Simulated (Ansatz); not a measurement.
Ansatz (a quantum-chemistry and plane-wave program) input (CCSD(T)/aug-cc-pVDZ):

Ansatz 0.2 input:
```yaml
crystal:
  periodic: [false, false, false]
  atoms:
    - {symbol: C, position_ang: [1.89284354, -0.69786860, 0.00430180]}
    - {symbol: O, position_ang: [0.81827439, 0.25143339, 0.37651669]}
    - {symbol: B, position_ang: [-0.62540116, 0.18695143, -0.03831824]}
    - {symbol: N, position_ang: [-1.04271735, -1.02355609, -0.56775036]}
    - {symbol: N, position_ang: [-1.30810656, 1.37457059, 0.18552423]}
    - {symbol: H, position_ang: [1.69488395, -0.97992306, -1.02337357]}
    - {symbol: H, position_ang: [2.82901094, -0.15535190, 0.08515150]}
    - {symbol: H, position_ang: [1.85521107, -1.54719775, 0.68040098]}
    - {symbol: H, position_ang: [1.01317543, 0.78256281, 1.16345898]}
    - {symbol: H, position_ang: [-0.58602814, -1.90968198, -0.43208482]}
    - {symbol: H, position_ang: [-1.93737383, -1.11395073, -1.02266147]}
    - {symbol: H, position_ang: [-2.31287648, 1.42514897, 0.12876814]}
    - {symbol: H, position_ang: [-0.87648619, 2.28227950, 0.24957019]}
basis:
  gaussian:
    orbitals: aug-cc-pVDZ
total_charge: 1
magnetization: {spin_polarized: false}
correlation: {method: ccsd_t, electrons: outside_noble_gas}
output: {forces: true}
```

End of the output:

```
second order -21.28847561 eV of doubles, -0.00000000 eV of singles
coupled cluster: 4.81 GiB planned
cycle   1  -21.95246711 eV  change   -6.6e-1 eV  update   9.4e-2
cycle   2  -22.44920587 eV  change   -5.0e-1 eV  update   2.6e-2
cycle   3  -22.56038417 eV  change   -1.1e-1 eV  update   1.3e-2
cycle   4  -22.55407881 eV  change    6.3e-3 eV  update   3.2e-3
cycle   5  -22.55395444 eV  change    1.2e-4 eV  update   1.3e-3
cycle   6  -22.55426728 eV  change   -3.1e-4 eV  update   3.9e-4
cycle   7  -22.55402533 eV  change    2.4e-4 eV  update   1.5e-4
cycle   8  -22.55395618 eV  change    6.9e-5 eV  update   4.4e-5
cycle   9  -22.55396062 eV  change   -4.4e-6 eV  update   1.8e-5
cycle  10  -22.55395643 eV  change    4.2e-6 eV  update   6.9e-6
perturbative correction -0.68299033 eV, -0.0250994318 hartree
the calculation of the forces begins
0.88 GiB of device memory are held for the factors and their scratch space
Total energy: -6850.18315950 eV, -251.7395878906 hartree
Atom 0 at     1.892844    -0.697869     0.004302 Å, force    -0.068973    -0.014065     0.056261 eV/Å
Atom 1 at     0.818274     0.251433     0.376517 Å, force     0.194248     0.250556     0.066265 eV/Å
Atom 2 at    -0.625401     0.186951    -0.038318 Å, force     0.132559    -0.033951     0.055911 eV/Å
Atom 3 at    -1.042717    -1.023556    -0.567750 Å, force    -0.063202    -0.298882    -0.201126 eV/Å
Atom 4 at    -1.308107     1.374571     0.185524 Å, force    -0.181806     0.301126     0.132989 eV/Å
Atom 5 at     1.694884    -0.979923    -1.023374 Å, force    -0.113092    -0.110123    -0.473534 eV/Å
Atom 6 at     2.829011    -0.155352     0.085152 Å, force     0.399908     0.253373     0.047002 eV/Å
Atom 7 at     1.855211    -1.547198     0.680401 Å, force    -0.024074    -0.373602     0.301098 eV/Å
Atom 8 at     1.013175     0.782563     1.163459 Å, force     0.013711     0.045013     0.107380 eV/Å
Atom 9 at    -0.586028    -1.909682    -0.432085 Å, force     0.195536    -0.312438     0.067976 eV/Å
Atom 10 at    -1.937374    -1.113951    -1.022661 Å, force    -0.320645    -0.013245    -0.145113 eV/Å
Atom 11 at    -2.312876     1.425149     0.128768 Å, force    -0.345756     0.001183    -0.034579 eV/Å
Atom 12 at    -0.876486     2.282280     0.249570 Å, force     0.181589     0.305053     0.019470 eV/Å
Dipole moment:     0.366415     0.006130     0.197050 e Å
```

It need not be the lowest isomer of its formula.
